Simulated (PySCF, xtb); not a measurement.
SiCl2HI, SMILES Cl[SiH](Cl)I.

The structure is a stationary point at B3LYP-D3(BJ)/def2-SVP. The def2 effective core potentials stand for the cores of I; spin–orbit coupling is left out.

Level of theory: IEF-PCM-B3LYP/def2-SVP (PySCF 2.14.0).

The values are the electrostatic part of the solvation free energy, E(continuum) − E(gas) at the gas-phase geometry, in a cavity of scaled van der Waals radii (PySCF's table); cavitation and dispersion terms are not included. In vacuum the orbital gap is 6.40 eV. The dipole moment in vacuum is 0.84 D.

```tsv
solvent	ε	ΔG(elec) (kcal/mol)	dipole (D)	gap (eV)
water	78.36	-1.2	1.17	6.47
cyclohexanone	15.62	-1.1	1.14	6.47
dichloromethane	8.93	-1.0	1.11	6.46
```

For comparison, GFN2-xTB/ALPB(water) (xtb, at the GFN2-xTB geometry, all terms of that model) gives -1.3 kcal/mol.
